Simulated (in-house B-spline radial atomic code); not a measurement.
Binding energies in neutral mercury

NIST's tabulated ground configuration is [Xe] 4f14 5d10 6s2; each binding energy is the energy of the ion with one electron taken from that subshell, relaxed, less that of the parent. Level of theory: Dirac-Hartree-Fock, average of configuration, Fermi nucleus of rms radius 5.4648 fm; calculated with a radial B-spline atomic code at the basis-set limit. Energies include first-order Breit, QED and recoil terms.

| subshell | X-ray name | binding energy (eV) | -ε (eV) | relaxation (eV) |
| --- | --- | --- | --- | --- |
| 1s | K | 83104.5 | 83654.1 | 95.4 |
| 2s | L1 | 14856.9 | 14973.1 | 58.0 |
| 2p1/2 | L2 | 14216.2 | 14336.4 | 63.0 |
| 2p3/2 | L3 | 12290.6 | 12385.4 | 59.0 |
| 3s | M1 | 3576.9 | 3622.2 | 33.4 |
| 3p1/2 | M2 | 3291.4 | 3337.2 | 34.6 |
| 3p3/2 | M3 | 2860.2 | 2899.2 | 32.5 |
| 3d3/2 | M4 | 2393.8 | 2433.7 | 35.6 |
| 3d5/2 | M5 | 2303.1 | 2340.7 | 34.8 |
| 4s | N1 | 816.1 | 834.0 | 15.2 |
| 4p1/2 | N2 | 693.4 | 710.9 | 15.1 |
| 4p3/2 | N3 | 588.7 | 603.8 | 13.9 |
| 4d3/2 | N4 | 388.4 | 402.6 | 13.7 |
| 4d5/2 | N5 | 368.9 | 382.4 | 13.3 |
| 5s | O1 | 133.4 | 138.9 | 5.0 |
| 4f5/2 | N6 | 108.9 | 121.7 | 13.0 |
| 4f7/2 | N7 | 104.9 | 117.3 | 12.8 |
| 5p1/2 | O2 | 91.42 | 96.27 | 4.54 |
| 5p3/2 | O3 | 73.36 | 77.33 | 3.87 |
| 5d3/2 | O4 | 15.14 | 17.69 | 2.57 |
| 5d5/2 | O5 | 13.35 | 15.64 | 2.33 |
| 6s | P1 | 8.51 | 8.93 | 0.38 |

Relaxation = -ε minus the binding energy without Breit, QED and recoil terms.

Emission lines follow as differences of binding energies, with λ = 12398.42 eV·Å / E:

| line | holes | energy (eV) | wavelength (Å) |
| --- | --- | --- | --- |
| K-L3 | 1s → 2p3/2 | 70813.9 | 0.17508 |
| K-L2 | 1s → 2p1/2 | 68888.3 | 0.17998 |
| K-M3 | 1s → 3p3/2 | 80244.3 | 0.15451 |
| L3-M5 | 2p3/2 → 3d5/2 | 9987.5 | 1.2414 |
| L2-M4 | 2p1/2 → 3d3/2 | 11822.4 | 1.0487 |
| L1-M3 | 2s → 3p3/2 | 11996.7 | 1.0335 |
| L3-M1 | 2p3/2 → 3s | 8713.7 | 1.4229 |
| L2-N4 | 2p1/2 → 4d3/2 | 13827.8 | 0.89663 |
| M5-N7 | 3d5/2 → 4f7/2 | 2198.2 | 5.6403 |
| M4-N6 | 3d3/2 → 4f5/2 | 2284.9 | 5.4262 |

**Question.** What screening constant σ does Moseley's law, E = (3/4)·13.6057 eV·(Z - σ)², need for K-L3?

**Answer.** σ = -3.30.

Moseley's non-relativistic formula needs a falling, then negative, screening constant for heavy elements, because relativity binds the 1s electron more strongly than the formula allows.

**Question.** What does it cost to remove two 4f5/2 electrons?

**Answer.** 244.21 eV, which is 26.37 eV more than the two single binding energies together.

**Question.** What does it cost to remove both a 4p3/2 and a 4p1/2 electron?

**Answer.** 1310.1 eV, which is 27.98 eV more than the two single binding energies together.

**Question.** What does it cost to remove both a 4p3/2 and a 4f7/2 electron?

**Answer.** 720.32 eV, which is 26.69 eV more than the two single binding energies together.
